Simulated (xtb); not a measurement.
Br4Sn (SMILES [Br][Sn]([Br])([Br])[Br]), singlet, geometry from GFN2-xTB (such geometries of metal compounds can be far from the true shape); xtb with GFN2-xTB.

xtb was given this input:
```
$ xtb mol.xyz --gfn 2 --ohess --json

# file mol.xyz
5

Br    -0.91186099     2.25519566    -0.77092607
Sn    -0.00000000     0.00000000     0.00000000
Br    -1.75646102    -1.80817005    -0.39634669
Br     0.55773232     0.11338300     2.48752968
Br     2.11058968    -0.56040861    -1.32025692
```

Task: What does xtb print? Leave out banner, timings and long lists.

Result: 
```
   ID    Z sym.   atoms
    1   35 Br     1, 3-5
    2   50 Sn     2

           -------------------------------------------------
          |                Calculation Setup                |
           -------------------------------------------------

           -------------------------------------------------
          |                 G F N 2 - x T B                 |
           -------------------------------------------------

          ...................................................
          :                      SETUP                      :
          :.................................................:
          :  # basis functions                  50          :
          :  # atomic orbitals                  45          :
          :  # shells                           15          :
          :  # electrons                        32          :
          :  max. iterations                   250          :
          :  Hamiltonian                  GFN2-xTB          :
          :  restarted?                      false          :
          :  GBSA solvation                  false          :
          :  PC potential                    false          :
          :  electronic temp.          300.0000000     K    :
          :  accuracy                    1.0000000          :
          :  -> integral cutoff          0.2500000E+02      :
          :  -> integral neglect         0.1000000E-07      :
          :  -> SCF convergence          0.1000000E-05 Eh   :
          :  -> wf. convergence          0.1000000E-03 e    :
          :  Broyden damping             0.4000000          :
          :  net charge                          0          :
          :  unpaired electrons                  0          :
          ...................................................

 iter      E             dE          RMSdq      gap      omega  full diag
   1    -16.4136606 -0.164137E+02  0.172E+01    1.64       0.0  T
   2    -12.2148031  0.419886E+01  0.190E+01    5.26       1.0  T
   3    -18.3695646 -0.615476E+01  0.760E+00    1.49       1.0  T
   4    -18.4516866 -0.821220E-01  0.419E+00    1.37       1.0  T
   5    -18.5999074 -0.148221E+00  0.241E+00    1.38       1.0  T
   6    -18.6318167 -0.319093E-01  0.822E-01    1.31       1.0  T
   7    -18.6309872  0.829492E-03  0.119E+00    1.29       1.0  T
   8    -18.6318105 -0.823274E-03  0.110E+00    1.29       1.0  T
   9    -18.6370298 -0.521936E-02  0.150E-01    1.31       1.0  T
[...]
         :: total energy             -18.631530683946 Eh    ::
 * total energy  :   -18.6315307 Eh     change       -0.2767564E-11 Eh
   *** GEOMETRY OPTIMIZATION CONVERGED AFTER 1 ITERATIONS ***
         :: total energy             -18.631530683951 Eh    ::
[...]
       4     60.64    -1.32266 ( 68.39%)    -0.99934 ( 31.61%)    -1.22046
       5     60.66    -1.32250 ( 68.41%)    -0.99925 ( 31.59%)    -1.22040
       6    148.33    -0.80308 ( 98.73%)    -0.73439 (  1.27%)    -0.80221
       7    218.52    -0.58775 ( 99.73%)    -0.61962 (  0.27%)    -0.58784
       8    218.52    -0.58775 ( 99.73%)    -0.61962 (  0.27%)    -0.58783
       9    218.54    -0.58769 ( 99.73%)    -0.61959 (  0.27%)    -0.58778
   ------------------------------------------------------------------------

   temp. (K)  partition function   enthalpy   heat capacity  entropy
                                   cal/mol     cal/K/mol   cal/K/mol   J/K/mol
 298.15  VIB  0.996E+04             3989.523     15.225     29.259
         ROT  0.329E+06              888.752      2.981     28.227
         INT  0.328E+10             4878.275     18.206     57.485
         TR   0.888E+28             1481.254      4.968     44.103
         TOT                        6359.5292    23.1744   101.5884   425.0459

       T/K    H(0)-H(T)+PV         H(T)/Eh          T*S/Eh         G(T)/Eh
   ------------------------------------------------------------------------
    298.15    0.101346E-01    0.126012E-01    0.482679E-01   -0.356667E-01
   ------------------------------------------------------------------------

         :::::::::::::::::::::::::::::::::::::::::::::::::::::
         ::                  THERMODYNAMIC                  ::
         :::::::::::::::::::::::::::::::::::::::::::::::::::::
         :: total free energy         -18.667197420152 Eh   ::
         ::.................................................::
         :: total energy              -18.631530683951 Eh   ::
         :: zero point energy           0.002466640663 Eh   ::
         :: G(RRHO) w/o ZPVE           -0.038133376864 Eh   ::
         :: G(RRHO) contrib.           -0.035666736201 Eh   ::
         :::::::::::::::::::::::::::::::::::::::::::::::::::::

optimized geometry written to: xtbopt.xyz

           -------------------------------------------------
          | TOTAL ENERGY              -18.631530683951 Eh   |
          | TOTAL ENTHALPY            -18.618929488411 Eh   |
          | TOTAL FREE ENERGY         -18.667197420152 Eh   |
          | GRADIENT NORM               0.000001686643 Eh/α |
          | HOMO-LUMO GAP               1.313081391739 eV   |
           -------------------------------------------------

normal termination of xtb
```
